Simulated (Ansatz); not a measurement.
The pair A = SiH4 (SMILES [SiH4]) (first 5 atoms), B = C2H4 (SMILES C=C); geometry from B3LYP-D3(BJ)/def2-TZVP.
(charge 0, multiplicity 1):
```
atom    x (Å)    y (Å)    z (Å)
----  -------  -------  -------
Si    -0.1232  -0.1856  -0.1055
H     -1.1626   0.7668   0.3419
H     -0.1836  -0.3136  -1.5815
H     -0.3596  -1.5112   0.5065
H      1.2149   0.3139   0.2800
C      0.3313  -0.4649   3.5398
C     -0.1274   0.7747   3.4504
H      1.3687  -0.7038   3.3395
H     -0.3122  -1.2923   3.8128
H     -1.1656   1.0135   3.6462
H      0.5156   1.6010   3.1730
```

Frozen-core correlation. MP2 and its Hartree–Fock in aug-cc-pV(T+d)Z are density fitted.

Codes used: Ansatz (Gaussian orbitals). Each number belongs to the level named beside it.

The counterpoise-corrected interaction energy is E(AB) − E(A in the pair's basis) − E(B in the pair's basis). Total energies (hartree):

```json
[
 {"level": "HF/aug-cc-pV(D+d)Z", "AB": "-369.2930925", "A in the pair's basis": "-291.2505719", "B in the pair's basis": "-78.0439393"},
 {"level": "MP2/aug-cc-pV(D+d)Z", "AB": "-369.7030237", "A in the pair's basis": "-291.3724384", "B in the pair's basis": "-78.3288225"},
 {"level": "HF/aug-cc-pV(T+d)Z", "AB": "-369.3273976", "A in the pair's basis": "-291.2638916", "B in the pair's basis": "-78.0649346"},
 {"level": "MP2/aug-cc-pV(T+d)Z", "AB": "-369.8163782", "A in the pair's basis": "-291.4096014", "B in the pair's basis": "-78.4046195"},
 {"level": "CCSD(T)/aug-cc-pV(D+d)Z", "AB": "-369.7778919", "A in the pair's basis": "-291.4072572", "B in the pair's basis": "-78.3690682"}
]
```

Q: Work out the counterpoise-corrected interaction energy at the basis-set limit: extrapolate the MP2 correlation part as X⁻³, take Hartree–Fock from the larger set, and add the CCSD(T) − MP2 difference of aug-cc-pV(D+d)Z.

A: 
1. Differences (1 hartree = 627.509 kcal/mol): HF/aug-cc-pV(D+d)Z 0.890; MP2/aug-cc-pV(D+d)Z -1.106; HF/aug-cc-pV(T+d)Z 0.897; MP2/aug-cc-pV(T+d)Z -1.354; CCSD(T)/aug-cc-pV(D+d)Z -0.983.
2. Correlation parts, MP2 less HF: -1.996 in aug-cc-pV(D+d)Z (X = 2), -2.250 in aug-cc-pV(T+d)Z (X = 3).
3. Limit (3³·(-2.250) − 2³·(-1.996))/(3³ − 2³) = -2.357; with HF/aug-cc-pV(T+d)Z it gives -1.461.
4. CCSD(T) less MP2 in aug-cc-pV(D+d)Z: 0.123.
Result: -1.34 kcal/mol, against -1.11 at MP2/aug-cc-pV(D+d)Z. It is an estimate of this method's limit, not of the exact value.

Ansatz is an electronic-structure program.
